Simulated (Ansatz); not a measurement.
Harmonic vibrations of H₆InNO₂Si (`[NH2][In]([OH])[O][SiH3]`) by finite differences.

```yaml
crystal:
  periodic: [false, false, false]
  atoms:
    - {symbol: N, position_ang: [-0.956095, 2.740394, -0.146943]}
    - {symbol: In, position_ang: [0.033727, 1.022603, -0.403935]}
    - {symbol: O, position_ang: [1.391870, 0.617680, -1.775085]}
    - {symbol: O, position_ang: [-0.505886, -0.543537, 0.692482]}
    - {symbol: Si, position_ang: [-0.067973, -2.106412, 0.742780]}
    - {symbol: H, position_ang: [-0.451687, 3.575472, -0.409958]}
    - {symbol: H, position_ang: [-1.339903, 2.864062, 0.779850]}
    - {symbol: H, position_ang: [1.651981, -0.307271, -1.743780]}
    - {symbol: H, position_ang: [-1.231421, -2.994207, 0.469484]}
    - {symbol: H, position_ang: [0.493068, -2.458122, 2.076554]}
    - {symbol: H, position_ang: [0.982319, -2.410672, -0.281460]}
basis:
  gaussian: {orbitals: def2-TZVP}
hamiltonian: {xc: pbe0, dispersion: d4}
phonons: {temperatures: {t_min: 298.15, t_max: 900, t_step: 200}}
```

```sh
$ ansatz run in.yaml --threads 4 --pin off --events-out ev --progress --plain --max-ram 10444MiB
```

Output, abridged:

```
Functional definition: PBE0
mean field -18728.58286921 eV, -688.2627257541 hartree, gradient 3.4e-5 eV, S^2 0.000000; 0 other end points of the search recorded, 0 dependent functions left out
mean field -18728.58277477 eV, -688.2627222834 hartree, gradient 1.2e-6 eV, S^2 0.000000; 0 other end points of the search recorded, 0 dependent functions left out
mean field -18728.58282061 eV, -688.2627239679 hartree, gradient 1.2e-6 eV, S^2 0.000000; 0 other end points of the search recorded, 0 dependent functions left out
mean field -18728.58274846 eV, -688.2627213165 hartree, gradient 1.2e-6 eV, S^2 0.000000; 0 other end points of the search recorded, 0 dependent functions left out
mean field -18728.58267340 eV, -688.2627185581 hartree, gradient 1.2e-6 eV, S^2 0.000000; 0 other end points of the search recorded, 0 dependent functions left out
mean field -18728.58272424 eV, -688.2627204264 hartree, gradient 1.2e-6 eV, S^2 0.000000; 0 other end points of the search recorded, 0 dependent functions left out
mean field -18728.58273813 eV, -688.2627209369 hartree, gradient 1.2e-6 eV, S^2 0.000000; 0 other end points of the search recorded, 0 dependent functions left out
mean field -18728.58282231 eV, -688.2627240306 hartree, gradient 1.2e-6 eV, S^2 0.000000; 0 other end points of the search recorded, 0 dependent functions left out
mean field -18728.58281182 eV, -688.2627236449 hartree, gradient 1.2e-6 eV, S^2 0.000000; 0 other end points of the search recorded, 0 dependent functions left out
mean field -18728.58278561 eV, -688.2627226820 hartree, gradient 1.2e-6 eV, S^2 0.000000; 0 other end points of the search recorded, 0 dependent functions left out
mean field -18728.58277192 eV, -688.2627221786 hartree, gradient 1.2e-6 eV, S^2 0.000000; 0 other end points of the search recorded, 0 dependent functions left out
mean field -18728.58281232 eV, -688.2627236635 hartree, gradient 1.2e-6 eV, S^2 0.000000; 0 other end points of the search recorded, 0 dependent functions left out
mean field -18728.58282360 eV, -688.2627240779 hartree, gradient 1.2e-6 eV, S^2 0.000000; 0 other end points of the search recorded, 0 dependent functions left out
mean field -18728.58285866 eV, -688.2627253665 hartree, gradient 1.2e-6 eV, S^2 0.000000; 0 other end points of the search recorded, 0 dependent functions left out
mean field -18728.58279160 eV, -688.2627229021 hartree, gradient 1.2e-6 eV, S^2 0.000000; 0 other end points of the search recorded, 0 dependent functions left out
mean field -18728.58272242 eV, -688.2627203594 hartree, gradient 1.2e-6 eV, S^2 0.000000; 0 other end points of the search recorded, 0 dependent functions left out
mean field -18728.58269958 eV, -688.2627195203 hartree, gradient 1.2e-6 eV, S^2 0.000000; 0 other end points of the search recorded, 0 dependent functions left out
mean field -18728.58279737 eV, -688.2627231139 hartree, gradient 1.2e-6 eV, S^2 0.000000; 0 other end points of the search recorded, 0 dependent functions left out
mean field -18728.58287540 eV, -688.2627259815 hartree, gradient 1.2e-6 eV, S^2 0.000000; 0 other end points of the search recorded, 0 dependent functions left out
mean field -18728.58283396 eV, -688.2627244586 hartree, gradient 1.2e-6 eV, S^2 0.000000; 0 other end points of the search recorded, 0 dependent functions left out
mean field -18728.58286609 eV, -688.2627256393 hartree, gradient 1.2e-6 eV, S^2 0.000000; 0 other end points of the search recorded, 0 dependent functions left out
mean field -18728.58272512 eV, -688.2627204589 hartree, gradient 1.2e-6 eV, S^2 0.000000; 0 other end points of the search recorded, 0 dependent functions left out
mean field -18728.58274558 eV, -688.2627212109 hartree, gradient 1.2e-6 eV, S^2 0.000000; 0 other end points of the search recorded, 0 dependent functions left out
mean field -18728.58286592 eV, -688.2627256333 hartree, gradient 1.2e-6 eV, S^2 0.000000; 0 other end points of the search recorded, 0 dependent functions left out
mean field -18728.58282180 eV, -688.2627240119 hartree, gradient 1.2e-6 eV, S^2 0.000000; 0 other end points of the search recorded, 0 dependent functions left out
mean field -18728.58277564 eV, -688.2627223156 hartree, gradient 1.2e-6 eV, S^2 0.000000; 0 other end points of the search recorded, 0 dependent functions left out
mean field -18728.58277056 eV, -688.2627221286 hartree, gradient 1.2e-6 eV, S^2 0.000000; 0 other end points of the search recorded, 0 dependent functions left out
mean field -18728.58270257 eV, -688.2627196301 hartree, gradient 1.2e-6 eV, S^2 0.000000; 0 other end points of the search recorded, 0 dependent functions left out
mean field -18728.58276876 eV, -688.2627220628 hartree, gradient 1.2e-6 eV, S^2 0.000000; 0 other end points of the search recorded, 0 dependent functions left out
mean field -18728.58278271 eV, -688.2627225754 hartree, gradient 1.2e-6 eV, S^2 0.000000; 0 other end points of the search recorded, 0 dependent functions left out
mean field -18728.58276590 eV, -688.2627219574 hartree, gradient 1.2e-6 eV, S^2 0.000000; 0 other end points of the search recorded, 0 dependent functions left out
mean field -18728.58283323 eV, -688.2627244318 hartree, gradient 1.2e-6 eV, S^2 0.000000; 0 other end points of the search recorded, 0 dependent functions left out
mean field -18728.58282729 eV, -688.2627242136 hartree, gradient 1.2e-6 eV, S^2 0.000000; 0 other end points of the search recorded, 0 dependent functions left out
mean field -18728.58277642 eV, -688.2627223439 hartree, gradient 1.2e-6 eV, S^2 0.000000; 0 other end points of the search recorded, 0 dependent functions left out
mean field -18728.58276156 eV, -688.2627217980 hartree, gradient 1.2e-6 eV, S^2 0.000000; 0 other end points of the search recorded, 0 dependent functions left out
mean field -18728.58284834 eV, -688.2627249871 hartree, gradient 1.2e-6 eV, S^2 0.000000; 0 other end points of the search recorded, 0 dependent functions left out
mean field -18728.58284873 eV, -688.2627250015 hartree, gradient 1.2e-6 eV, S^2 0.000000; 0 other end points of the search recorded, 0 dependent functions left out
mean field -18728.58284048 eV, -688.2627246983 hartree, gradient 1.2e-6 eV, S^2 0.000000; 0 other end points of the search recorded, 0 dependent functions left out
mean field -18728.58284702 eV, -688.2627249385 hartree, gradient 1.2e-6 eV, S^2 0.000000; 0 other end points of the search recorded, 0 dependent functions left out
mean field -18728.58285656 eV, -688.2627252892 hartree, gradient 1.2e-6 eV, S^2 0.000000; 0 other end points of the search recorded, 0 dependent functions left out
mean field -18728.58284862 eV, -688.2627249975 hartree, gradient 1.2e-6 eV, S^2 0.000000; 0 other end points of the search recorded, 0 dependent functions left out
mean field -18728.58276260 eV, -688.2627218363 hartree, gradient 1.2e-6 eV, S^2 0.000000; 0 other end points of the search recorded, 0 dependent functions left out
mean field -18728.58274065 eV, -688.2627210294 hartree, gradient 1.2e-6 eV, S^2 0.000000; 0 other end points of the search recorded, 0 dependent functions left out
mean field -18728.58285260 eV, -688.2627251438 hartree, gradient 1.2e-6 eV, S^2 0.000000; 0 other end points of the search recorded, 0 dependent functions left out
mean field -18728.58285220 eV, -688.2627251290 hartree, gradient 1.2e-6 eV, S^2 0.000000; 0 other end points of the search recorded, 0 dependent functions left out
mean field -18728.58272015 eV, -688.2627202762 hartree, gradient 1.2e-6 eV, S^2 0.000000; 0 other end points of the search recorded, 0 dependent functions left out
mean field -18728.58271672 eV, -688.2627201503 hartree, gradient 1.2e-6 eV, S^2 0.000000; 0 other end points of the search recorded, 0 dependent functions left out
mean field -18728.58286339 eV, -688.2627255400 hartree, gradient 1.2e-6 eV, S^2 0.000000; 0 other end points of the search recorded, 0 dependent functions left out
mean field -18728.58286524 eV, -688.2627256081 hartree, gradient 1.2e-6 eV, S^2 0.000000; 0 other end points of the search recorded, 0 dependent functions left out
mean field -18728.58282961 eV, -688.2627242987 hartree, gradient 1.2e-6 eV, S^2 0.000000; 0 other end points of the search recorded, 0 dependent functions left out
mean field -18728.58283616 eV, -688.2627245396 hartree, gradient 1.2e-6 eV, S^2 0.000000; 0 other end points of the search recorded, 0 dependent functions left out
mean field -18728.58283852 eV, -688.2627246262 hartree, gradient 1.2e-6 eV, S^2 0.000000; 0 other end points of the search recorded, 0 dependent functions left out
mean field -18728.58285199 eV, -688.2627251211 hartree, gradient 1.2e-6 eV, S^2 0.000000; 0 other end points of the search recorded, 0 dependent functions left out
mean field -18728.58286537 eV, -688.2627256128 hartree, gradient 1.2e-6 eV, S^2 0.000000; 0 other end points of the search recorded, 0 dependent functions left out
mean field -18728.58285704 eV, -688.2627253068 hartree, gradient 1.2e-6 eV, S^2 0.000000; 0 other end points of the search recorded, 0 dependent functions left out
mean field -18728.58285471 eV, -688.2627252212 hartree, gradient 1.2e-6 eV, S^2 0.000000; 0 other end points of the search recorded, 0 dependent functions left out
mean field -18728.58285741 eV, -688.2627253204 hartree, gradient 1.2e-6 eV, S^2 0.000000; 0 other end points of the search recorded, 0 dependent functions left out
mean field -18728.58285235 eV, -688.2627251344 hartree, gradient 1.2e-6 eV, S^2 0.000000; 0 other end points of the search recorded, 0 dependent functions left out
mean field -18728.58286640 eV, -688.2627256509 hartree, gradient 1.2e-6 eV, S^2 0.000000; 0 other end points of the search recorded, 0 dependent functions left out
mean field -18728.58282972 eV, -688.2627243028 hartree, gradient 1.2e-6 eV, S^2 0.000000; 0 other end points of the search recorded, 0 dependent functions left out
mean field -18728.58281821 eV, -688.2627238797 hartree, gradient 1.2e-6 eV, S^2 0.000000; 0 other end points of the search recorded, 0 dependent functions left out
mean field -18728.58284277 eV, -688.2627247825 hartree, gradient 1.2e-6 eV, S^2 0.000000; 0 other end points of the search recorded, 0 dependent functions left out
mean field -18728.58283799 eV, -688.2627246069 hartree, gradient 1.2e-6 eV, S^2 0.000000; 0 other end points of the search recorded, 0 dependent functions left out
mean field -18728.58284803 eV, -688.2627249757 hartree, gradient 1.2e-6 eV, S^2 0.000000; 0 other end points of the search recorded, 0 dependent functions left out
mean field -18728.58287170 eV, -688.2627258455 hartree, gradient 1.2e-6 eV, S^2 0.000000; 0 other end points of the search recorded, 0 dependent functions left out
mean field -18728.58284270 eV, -688.2627247798 hartree, gradient 1.2e-6 eV, S^2 0.000000; 0 other end points of the search recorded, 0 dependent functions left out
mean field -18728.58284007 eV, -688.2627246833 hartree, gradient 1.2e-6 eV, S^2 0.000000; 0 other end points of the search recorded, 0 dependent functions left out
Total energy: -18728.77348216 eV, -688.2697306507 hartree
Atom 0 at    -0.956095     2.740394    -0.146943 Å, force     0.000683    -0.000271    -0.001832 eV/Å
Atom 1 at     0.033727     1.022603    -0.403935 Å, force    -0.000129    -0.000122    -0.000442 eV/Å
Atom 2 at     1.391870     0.617680    -1.775085 Å, force     0.000348     0.001416    -0.000520 eV/Å
Atom 3 at    -0.505886    -0.543537     0.692482 Å, force    -0.001288     0.002442     0.000934 eV/Å
Atom 4 at    -0.067973    -2.106412     0.742780 Å, force     0.001403    -0.000660    -0.001472 eV/Å
Atom 5 at    -0.451687     3.575472    -0.409958 Å, force    -0.000234    -0.000088     0.000244 eV/Å
Atom 6 at    -1.339903     2.864062     0.779850 Å, force    -0.000497     0.000177     0.001677 eV/Å
Atom 7 at     1.651981    -0.307271    -1.743780 Å, force    -0.000110    -0.001352     0.000607 eV/Å
Atom 8 at    -1.231421    -2.994207     0.469484 Å, force    -0.000436    -0.000335     0.000860 eV/Å
Atom 9 at     0.493068    -2.458122     2.076554 Å, force    -0.000532    -0.000708     0.000655 eV/Å
Atom 10 at     0.982319    -2.410672    -0.281460 Å, force     0.000793    -0.000500    -0.000712 eV/Å
Dipole moment:     0.045604     0.361651     0.165349 e Å
Vibrations: 49.45 51.71 63.84 102.80 142.99 144.53 253.82 325.91 443.84 470.96 601.95 645.11 721.17 736.41 814.52 852.04 951.33 958.61 994.36 1003.60 1554.57 2153.49 2205.13 2211.00 3561.60 3664.18 3874.68 cm⁻¹, zero-point energy 1.832091 eV
```

It took 3.1 min on 4 threads of an Arm Neoverse V2 on a shared host, with 0.64 GiB of host memory at the peak.
